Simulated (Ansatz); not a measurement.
Species: sum formula ReO2Cl2, charge 0, multiplicity 2. The spin state was set by rule; other spins were not relaxed. 
Coordinates optimised at B3LYP-D3(BJ)/def2-TZVP (Ansatz, a program for electronic structure):
```xyz
5

Re     0.2755    -0.0523     0.1013
O      1.5034    -0.6463    -0.9092
O      0.7021     0.2280     1.7203
Cl    -0.6855     1.7865    -0.8029
Cl    -1.5679    -1.3591    -0.0259
```
Charge 0, spin multiplicity 2.

Parts of the frozen-core correlation energy in def2-SVP (Ansatz, hartree). Frozen orbitals: 16; correlated occupied orbitals by spin: 17 and 16; virtual: 63 and 64. UHF or UKS for open shells. Spin-orbit coupling is left out. Past Kr the def2 sets carry scalar-relativistic core potentials.

| term | value |
|---|---|
| reference (HF) | -1145.87921 |
| MP2 opposite-spin | ___ |
| MP2 same-spin | -0.28028 |
| CCSD correlation | ___ |
| (T) | ___ |
| T1 diagnostic | 0.047 |
| largest doubles amplitude | 0.071 |
| <S^2> of the reference | 1.099 |

**Question.** What belongs in the gaps?

**Answer.** 
- MP2 opposite-spin, value: -0.63299
- CCSD correlation, value: -0.90188
- (T), value: -0.04637
